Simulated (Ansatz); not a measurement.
Program: Ansatz. Geometries: PBE0-D4/def2-TZVP. ΔE: electronic, gas phase. CCSD(T)/CBS adds triple-zeta CCSD(T) − MP2 to the extrapolated MP2 energy (def2 sets, frozen cores). This one scheme is used for every species. Functionals use def2-TZVPP. HSE06 is defined as in plane-wave codes. Elements past krypton have def2 core potentials. For Cd outer-core shells are correlated without core-valence functions, which leaves a few kJ/mol of doubt a bond. One conformer a species, not always the lowest.

Reaction (formal exchange of groups at a Cd–F bond): `[CH3][Cd][F]` + `CC` → `C[CH2][Cd][CH3]` + H–F

CCSD(T)/CBS gives +92.6 kJ/mol.

Q: Another level gave +105.0 kJ/mol. Which?
A. HSE06-D4/def2-TZVPP
B. HSE06/def2-TZVPP
C. RPA@PBE/def2-TZVPP
D. r2SCANh/def2-TZVPP

A: D. r2SCANh 105.0, HSE06 97.7, HSE06-D4 93.7, RPA@PBE/def2-TZVPP 86.5 kJ/mol.

Largest T1 diagnostic among the species: 0.014.

Leaving LDA and LC-ωPBE aside and taking each functional with its dispersion term where it has one, the values, not all of them listed here, spread over 24.7 kJ/mol, from PBE-QIDH to B97M-V. LDA lies −16.2 kJ/mol from PBE without D4. The D4 term adds −7.7 kJ/mol with B3LYP and −4.2 kJ/mol with PBE0; it sums over pairs of atoms, weighted by their polarisabilities, and B3LYP, whose exchange is more repulsive, gets the larger term.

B3LYP here is the variant with VWN-RPA as its local correlation; programs differ in this.
